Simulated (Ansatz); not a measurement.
`ClC[SiH2]Br` and `OC[SiH2]CCl` differ in one atom or group.

Ansatz, PBE0-D4/def2-TZVP geometries, multiplicity 1. Each molecule was computed in one conformer, which needn't be the lowest.

Scalar relativity is left out up to krypton. Spin–orbit coupling is left out; it splits and shifts lone-pair levels of the heavy atoms by tenths of an eV.

```
                                        property  `ClC[SiH2]Br`
size of the dipole moment (B3LYP/def2-TZVPP) / D           2.20
             LUMO energy (B3LYP/def2-TZVPP) / eV          -0.51
           LUMO energy (ωB97M-V/def2-TZVPP) / eV           1.55
            HOMO–LUMO gap (PBE0/def2-TZVPP) / eV           7.94
             HOMO energy (B3LYP/def2-TZVPP) / eV          -7.98
               LUMO energy (PBE/def2-TZVPP) / eV          -1.21
```

(1) Give the same properties after the change, and the shifts. (An estimate is asked.)

Results:

(1) Ansatz gave: 
| property | `OC[SiH2]CCl` | shift |
| --- | --- | --- |
| size of the dipole moment (B3LYP/def2-TZVPP) / D | 2.57 | 0.37 |
| LUMO energy (B3LYP/def2-TZVPP) / eV | -0.28 | 0.23 |
| LUMO energy (ωB97M-V/def2-TZVPP) / eV | 1.80 | 0.25 |
| HOMO–LUMO gap (PBE0/def2-TZVPP) / eV | 7.47 | -0.47 |
| HOMO energy (B3LYP/def2-TZVPP) / eV | -7.26 | 0.72 |
| LUMO energy (PBE/def2-TZVPP) / eV | -1.04 | 0.17 |

With PBE0 the HOMO rises by 0.72 eV and the LUMO rises by 0.27 eV, so the gap narrows by about 0.45 eV. PBE moves the HOMO by 0.95 eV and ωB97M-V by 0.60 eV. Dipoles are sizes alone; their direction can turn.

B3LYP here is the variant with VWN-RPA as its local correlation; programs differ in this.
